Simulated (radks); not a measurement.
Results of a calculation; reference values are marked as such.
Valence configurations of Te II (all share [Kr]). Code: a radial shooting solver on a logarithmic mesh with Libxc functionals. Model: Dirac Kohn-Sham, BLYP, spin-unpolarised, spherical densities, point nucleus; open shells fill j = l - 1/2 first. Energies are relative to 4d10 5s2 5p3; eigenvalues in eV.

valence	E (eV)	e(4d3/2)	e(4d5/2)	e(5p1/2)	e(5p3/2)	e(5s1/2)
4d10 5s2 5p3	0.000	-50.990	-49.519	-14.042	-13.116	-23.136
4d9.5 5s2 5p3.5	18.846	-54.324	-52.820	-14.835	-13.837	-24.262
4d9 5s2 5p4	38.984	-57.650	-56.114	-15.613	-14.544	-25.362
4d10 5s1.5 5p3.5	5.037	-51.722	-50.248	-14.384	-13.437	-23.565
4d10 5p5	20.459	-53.835	-52.354	-15.359	-14.354	-
4d10 5s1 5p4	10.127	-52.440	-50.964	-14.717	-13.750	-23.982
4d8 5s1 5p6	94.807	-65.577	-63.970	-17.731	-16.484	-28.229
4d9 5s1 5p5	49.898	-59.014	-57.473	-16.244	-15.137	-26.145
4d7 5s2 5p6	132.51	-70.901	-69.233	-18.619	-17.267	-29.559
4d8 5s2 5p5	83.147	-64.284	-62.682	-17.134	-15.923	-27.497

NIST lists [Kr] 4d10 5s2 5p3 as the ground configuration; this level of theory agrees among the configurations tried. The energies are those of spherical spin-averaged densities, not of single terms.
